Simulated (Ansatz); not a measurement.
The cluster Li₃S⁺. The state is a singlet with charge 1. Geometry relaxed at B3LYP-D4/def2-TZVP.

```xyz
4

Li    1.045   -0.655    1.775
Li   -2.159    0.109   -0.005
Li    1.114    0.546   -1.771
S     0.000   -0.001    0.000
```

The structure comes from a short search, and lower isomers may exist.

**Question.** Estimate the harmonic wavenumbers at RKS B3LYP-D4/def2-TZVP (Ansatz, unscaled). Is this a minimum?

**Answer.** 93, 150, 150, 508, 558, 558 cm⁻¹. Yes, no mode is imaginary beyond noise. Zero-point energy 12.1 kJ/mol. It took 9.5 s on 2 threads of Arm Neoverse V1 on a shared host.
